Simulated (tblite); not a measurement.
Species: C5H16N2Si.
Atom-mapped SMILES: `[CH3:1][NH:2][C@@:3]([CH3:4])([CH2:5][NH2:6])[SiH2:7][CH3:8]` (hydrogens: H9, H10, H11 on C1; H12 on N2; H13, H14, H15 on C4; H16, H17 on C5; H18, H19 on N6; H20, H21 on Si7; H22, H23, H24 on C8)

Computed geometry: GFN2-xTB, gas phase.

(1) List the bond lengths, angles and torsions at this level.

Answers

(1) 
```csv
bond,length (Å),order
C1–N2,1.452,single
N2–C3,1.465,single
C3–C4,1.532,single
C3–C5,1.527,single
C5–N6,1.453,single
C3–Si7,1.926,single
Si7–C8,1.895,single
"C1–H9, C1–H10",1.090,single
C1–H11,1.099,single
N2–H12,1.015,single
"C4–H13, C4–H14, C4–H15",1.089,single
C5–H16,1.101,single
C5–H17,1.093,single
"N6–H18, N6–H19",1.015,single
Si7–H20,1.461,single
Si7–H21,1.482,single
"C8–H22, C8–H23, C8–H24",1.085,single
```

Bonds in one row agree within 0.01 Å and their mean is given. Orders are formal, as drawn. A selection of angles:
```csv
angle,degrees
C1–N2–C3,117.6
N2–C3–C4,113.4
N2–C3–C5,108.7
N2–C3–Si7,106.1
C4–C3–C5,110.6
C4–C3–Si7,112.4
C5–C3–Si7,105.1
C3–C5–N6,106.2
C3–Si7–C8,112.5
H12–N2–C1,108.4
H12–N2–C3,108.8
H18–N6–C5,108.3
H19–N6–C5,111.5
```

Dihedral angles: C1–N2–C3–C4 -48° (synclinal); N2–C3–C5–N6 73° (synclinal); N2–C3–Si7–C8 -163° (antiperiplanar).

N2 (secondary amine nitrogen) is pyramidal (angles 117.6°, 108.8° and 108.4°, sum 334.8°, 0.38 Å off the plane of its three neighbours). Si7 (SiH2 silicon) is distorted tetrahedral (angles from 104.8° to 112.7°). The C–Si distances run from 1.895 Å (Si7–C8, drawn single) to 1.926 Å (C3–Si7, drawn single), a spread of 0.031 Å. Of the pairs four or more bonds apart, H9···H16 is among the closest relative to their van der Waals radii: 2.13 Å, 89 % of the sum of Bondi's values. N6 (primary amine nitrogen) is pyramidal (angles 111.5°, 108.3° and 108.3°, sum 328.1°, 0.38 Å off the plane of its three neighbours).

Point group: C1 (no symmetry element, even within 0.4 Å). Its GFN2-xTB frequencies are all real (lowest 73 cm⁻¹). One conformer, not necessarily the lowest (C1–N2–C3–C4 -48°, N2–C3–C5–N6 73°, C3–C5–N6–H -63° and 178°, N2–C3–Si7–C8 -163°). 3 starts were optimised and ended at 0.00, 2.15 and 2.52 kcal/mol (GFN2-xTB); the lowest of these is shown.
